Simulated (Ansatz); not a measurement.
The cluster Pd3H5. Charge 0, multiplicity 2. Geometry PBE-D4/def2-SVP; atoms count from 1.

```xyz
8

Pd    1.4920    1.0029   -0.0061
Pd   -0.3007   -0.0950    1.5381
Pd   -0.6165   -0.7036   -0.9910
H     0.2313    1.4232    0.9918
H    -2.1164   -1.5017   -0.6656
H     0.5577    0.4112   -1.4693
H     2.2732    1.5944    1.2228
H    -1.5206   -2.1314   -0.6205
```

In the def2 sets Pd takes a core potential; there is no spin–orbit coupling. In the doublet, H5 and H8 lie 0.87 Å apart (atoms count from 1), so H2 has formed as a molecule. Another isomer (doublet) lies 0.09 eV lower at PBE0-D4/def2-TZVP; other spin states weren't run for this one.

(1) Estimate the Mulliken populations from the PBE0/def2-TZVP orbitals of Ansatz.

(2) Where does the spin sit?

(3) And the Mayer bond orders between heavy atoms (over 0.3)?

## Answers

(1) 
```json
{"atom": "Pd1", "charge (e)": "-0.15", "spin (α − β)": "0.13", "d electrons": "9.10"}
{"atom": "Pd2", "charge (e)": "0.03", "spin (α − β)": "0.42", "d electrons": "9.31"}
{"atom": "Pd3", "charge (e)": "-0.06", "spin (α − β)": "0.33", "d electrons": "9.18"}
{"atom": "H4", "charge (e)": "0.13", "spin (α − β)": "0.00", "d electrons": "–"}
{"atom": "H5", "charge (e)": "0.05", "spin (α − β)": "0.01", "d electrons": "–"}
{"atom": "H6", "charge (e)": "-0.05", "spin (α − β)": "0.02", "d electrons": "–"}
{"atom": "H7", "charge (e)": "0.00", "spin (α − β)": "0.07", "d electrons": "–"}
{"atom": "H8", "charge (e)": "0.05", "spin (α − β)": "0.01", "d electrons": "–"}
```
Mulliken values depend strongly on the basis.

(2) Summed by element: Pd 0.89, H 0.11, of 1 unpaired in all. Largest on single atoms: Pd2 0.42, Pd3 0.33, Pd1 0.13.

(3) Pd1–Pd2 0.55 (2.61 Å); Pd2–Pd3 0.60 (2.62 Å).
